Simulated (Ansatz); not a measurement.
`FB([SiH3])Br` and `O[SiH2]B(F)Br` differ in one atom or group.

Ansatz, PBE0-D4/def2-TZVP geometries, multiplicity 1. Each molecule was computed in one conformer, which needn't be the lowest.

Scalar relativity is left out up to krypton. Spin–orbit coupling is left out; it splits and shifts lone-pair levels of the heavy atoms by tenths of an eV.

```tsv
property	`FB([SiH3])Br`
size of the dipole moment (PBE/def2-TZVPP) / D	0.61
LUMO energy (ωB97M-V/def2-TZVPP) / eV	0.19
LUMO energy (B3LYP/def2-TZVPP) / eV	-2.02
HOMO–LUMO gap (PBE/def2-TZVPP) / eV	4.39
HOMO energy (PBE0/def2-TZVPP) / eV	-8.38
LUMO energy (PBE0/def2-TZVPP) / eV	-1.84
```

(1) Give the same properties after the change, and the shifts. (An estimate is asked.)

## Answers

(1) Ansatz gave: 
```csv
property,`O[SiH2]B(F)Br`,shift
size of the dipole moment (PBE/def2-TZVPP) / D,0.66,0.05
LUMO energy (ωB97M-V/def2-TZVPP) / eV,0.14,-0.05
LUMO energy (B3LYP/def2-TZVPP) / eV,-2.09,-0.07
HOMO–LUMO gap (PBE/def2-TZVPP) / eV,4.21,-0.18
HOMO energy (PBE0/def2-TZVPP) / eV,-8.34,0.04
LUMO energy (PBE0/def2-TZVPP) / eV,-1.91,-0.07
```

The zero-point energy changes by 17.7 kJ/mol with +3 modes. Dipoles are sizes alone; their direction can turn.

B3LYP here is the variant with VWN-RPA as its local correlation; programs differ in this.
